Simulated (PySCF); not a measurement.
**Spin states of NaI**

Unrestricted PBE0; Na def2-TZVPP, I def2-TZVPP with ECP28; scalar-relativistic core potentials (PySCF 2.14). Outer shells of the fragments: Na 3s1; I 4d10 5s2 5p5.

Followed along the bond (rough minima from three points):

```tsv
2Ms+1	unpaired	⟨S²⟩ at the start	R at minimum (Å)	Te (eV)
1	none	0.00	2.72	0.00
3	σ ↑, π ↑	2.00	none in the scan	≤ 3.34
```

Solutions found at the starting distance of 2.885 Å, counted from the lowest of them; the search is not exhaustive and high or unbound solutions are not listed, so other states can lie among these:

```
2Ms+1  unpaired   term  E (eV)  ⟨S²⟩  ⟨Lz²⟩  μ (D)
    1      none    ¹Σ⁺    0.00  0.00   0.00  -9.61
    3  σ ↑, π ↑     ³Π    3.42  2.00   1.01   3.07
    1  σ ↑, π ↓  mixed    3.44  1.00   1.01   3.23
    3      σ ↑↑    ³Σ⁺    3.76  2.00   0.00   2.81
    3      π ↑↑  mixed    4.89  2.00   2.01   1.60
    3      π ↑↑  mixed    4.99  2.00   2.01   1.88
```

A term symbol is given only where ⟨S²⟩ and ⟨Lz²⟩ are close to those of a pure state; real π, δ and φ orbitals otherwise mix terms. A positive dipole means Na(−)I(+).

Spin–orbit coupling is left out. Counting both spins, an empty level lies below a filled one in some of these solutions, because spin and occupation are held.
